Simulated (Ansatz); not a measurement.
ZnMe2 (C₂H₆Zn). Total charge 0; singlet. Geometry r2SCAN-D4/def2-TZVP, basis def2-TZVP, Ansatz.

| atom | x (Å) | y (Å) | z (Å) |
| --- | --- | --- | --- |
| Zn1 | 0.001 | 0.000 | 0.001 |
| C2 | 0.908 | -1.371 | -1.020 |
| H3 | 0.924 | -2.323 | -0.481 |
| H4 | 1.944 | -1.091 | -1.228 |
| H5 | 0.413 | -1.543 | -1.980 |
| C6 | -0.907 | 1.371 | 1.020 |
| H7 | -1.966 | 1.131 | 1.153 |
| H8 | -0.849 | 2.342 | 0.520 |
| H9 | -0.467 | 1.485 | 2.015 |

| run | HOMO (eV) | LUMO (eV) |
| --- | --- | --- |
| A | -9.49 | 1.84 |
| B | -7.16 | 0.21 |
| C | -9.91 | 1.98 |
| D | -8.50 | 0.91 |
| E | -6.67 | 0.07 |
| F | -6.24 | -0.17 |

LC-ωPBE has ω = 0.4 bohr⁻¹.

Problem. The runs used CAM-B3LYP, LC-ωPBE, PBE0, r2SCAN, r2SCANh, ωB97X-V. Estimate which is which.

Solution. A ωB97X-V (range-separated); B PBE0 (25 % exact exchange); C LC-ωPBE (range-separated); D CAM-B3LYP (range-separated); E r2SCANh (10 % exact exchange); F r2SCAN (0 % exact exchange). Exact exchange lowers occupied and raises empty levels; among semilocal functionals meta-GGAs tend to open the gap a little, and such runs are hard to tell apart. The gap grows from 6.08 eV (r2SCAN) to 11.89 eV (LC-ωPBE).
